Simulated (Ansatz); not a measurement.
System: H2O, charge 1, multiplicity 2. 
Coordinates optimised at B3LYP-D3(BJ)/def2-TZVP (Ansatz, a first-principles code):
```xyz
3

O     -0.0919    -0.0271    -0.0646
H     -0.0751    -0.0218     0.9430
H      0.8106     0.2386    -0.4259
```
Charge +1, spin multiplicity 2.

Basis-set convergence of Hartree-Fock and CCSD(T) correlation energies (hartree) with Ansatz. Cores are frozen in the correlated levels unless marked. Open shells are spin-unrestricted. No spin-orbit coupling. Non-relativistic.

```tsv
basis	functions	E(HF)	E(corr, CCSD(T))
cc-pVDZ	24	-75.63347	-0.17261
cc-pVTZ	58	-75.65738	-0.21954
cc-pVQZ	115	-75.66321	-0.23460
cc-pV5Z	201	-75.66468	-0.23975
```

Extrapolating the two largest sets (X = 4 and 5) as X^-3: E(corr) = (125·(-0.23975) - 64·(-0.23460))/61 = -0.2452 Eh, an estimate of the basis-set limit. The largest set recovers 97.8 % of it, the smallest 70.4 %.
